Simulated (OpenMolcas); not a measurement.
**4d along the 37-electron sequence**

```json
{"Program": "OpenMolcas 26.06", "Method": "SS-CASPT2, IPEA 0.25 Eh, imaginary shift 0.1 Eh", "Basis": "ANO-RCC-VTZP", "Scalar Hamiltonian": "DKH2, point nucleus", "Spin-orbit coupling": "state interaction with AMFI integrals over the reference wave functions, term energies averaged over their components"}
```

Active space for each ion: 1 electron in 10 orbitals (4d 5d); closed shells correlated by CASPT2: 4s 4p.

Computed levels in cm-1 above 2D 3/2:

```csv
Level,Zr3+,Nb4+,Mo5+,Ru7+
2D 5/2,1226,1848,2484,4195
weight of 2D in the lowest level (%),100,100,100,100
```

Measured, with the error of the calculation in %. Measured levels: Zr3+ from the list in Rauch et al., Astron. Astrophys. 599, A142 (2017); Nb4+ from Moore, Atomic Energy Levels, vol. II, NSRDS-NBS 35 (1971 reprint of NBS Circular 467, 1952); Mo5+ from Sugar and Musgrove, J. Phys. Chem. Ref. Data 17, 155 (1988).

```
 Level         Zr3+         Nb4+         Mo5+
2D 5/2  1251 (-2.0)  1870 (-1.2)  2584 (-3.9)
```

The fine-structure level 2D 5/2 changes by a factor of 3.42 from Zr3+ to Ru7+. Its fourth root runs 5.92, 6.56, 7.06, 8.05, with steps per unit of Z of 0.64, 0.50, 0.49; equal steps would mean a (Z - σ)^4 law with constant σ.

With one active electron outside closed inactive shells, the extra shells (5d) add no correlation to the reference. With one active electron, CASPT2 adds the correlation within the correlated inactive shells and between them and that electron, and leaves the splitting within a term as the reference gives it. Computed and measured levels are paired by configuration, term and J; levels that our copy of the source lacks, or whose pairing is in doubt (as where it misses far off the trend of its configuration), stay unpaired and out of the deviations. Only configurations of the active space appear.
